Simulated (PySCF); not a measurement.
## Working out the ionisation energy of Te²⁺

Te²⁺ [Kr] 4d10 5s2 5p2 (3P) → Te³⁺ [Kr] 4d10 5s2 5p1 (2P). Computed with PySCF 2.14 in aug-cc-pVDZ-PP with ECP28MDF, with a scalar-relativistic core potential. Frozen: 4s2 4p6 4d10. Energies in hartree (1 hartree = 27.21139 eV):

```csv
part,Te²⁺ (lower),Te³⁺ (upper)
UHF,-266.040972,-265.051090
CCSD correlation,-0.050854,-0.041756
(T),-0.000500,-0.000300
```

Question: What does Hartree-Fock give?

Answer: (-265.051090) − (-266.040972) = 0.989882 hartree = 26.936 eV.

Question: What do CCSD and CCSD(T) give?

Answer: The CCSD correlation energies differ by 0.009098 hartree = 0.248 eV and the triples by 0.000200 hartree = 0.005 eV, so CCSD gives 27.184 eV and CCSD(T) 27.189 eV.

Reference: 27.84 ± 0.04 eV (measured; NIST Atomic Spectra Database, ionization energies), between the lowest levels; spin-orbit coupling is absent from the calculation.

A double-zeta basis recovers only part of the correlation energy.

What remains against the reference includes basis incompleteness, the frozen core and higher excitations.
